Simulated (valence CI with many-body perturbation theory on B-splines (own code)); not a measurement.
Which ion has this spectrum?

A relativistic CI+MBPT calculation for an atom or ion with 22 electrons gives these levels (eV):

```
J  Parity       E     g
0    even    0.00      
1    even   84.18  1.49
4    even   96.67  1.05
2    even  100.69  1.18
3    even  104.15  1.10
0    even  177.60      
2    even  177.73  1.30
4    even  180.48  1.13
3    even  182.77  1.18
5    even  186.29  1.08
6    even  189.18  1.06
1    even  192.50  1.05
3    even  195.24  1.05
4    even  195.82  1.03
```

The energies are calculated, and their last digits are not significant.

Problem. Which is it?
A. Os54+
B. Hg58+
C. Pt56+
D. Re53+

Solution. C. Pt56+, ground level (3d3/2^4) J=0.
